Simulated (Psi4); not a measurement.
C$_{3}$H$_{5}$F$_{2}$Ga (SMILES C=C[CH2][Ga]([F])[F]), singlet, at a GFN2-xTB geometry (such geometries of metal compounds can be far from the true shape).

The Psi4 input:
```
memory 2 GB

molecule {
0 1
Ga    0.31179805    0.46378846    0.42270242
C     0.15718298   -1.52509083   -0.19514042
C    -1.11531541   -1.72712111   -0.90973562
C    -1.21099049   -1.80316996   -2.23068156
H     0.23425577   -2.09531246    0.73114568
H     1.03039116   -1.70846660   -0.82180022
H    -2.00173998   -1.81585511   -0.29333489
H    -0.34584431   -1.70950417   -2.86759497
H    -2.15362448   -1.97638164   -2.71943547
F     1.48675513    1.06856290    1.59811415
F    -0.75502627    1.73814481   -0.16693747
}

set {
  basis def2-sv(p)
}

energy('r2scan')
print_variables()
```

What does this run give for the number of basis functions, nuclear repulsion energy, total energy, dipole moment?


number of basis functions: 112
nuclear repulsion energy: 432.5181 Eh
total energy: -2241.257829 Ha
dipole moment: 3.23 D
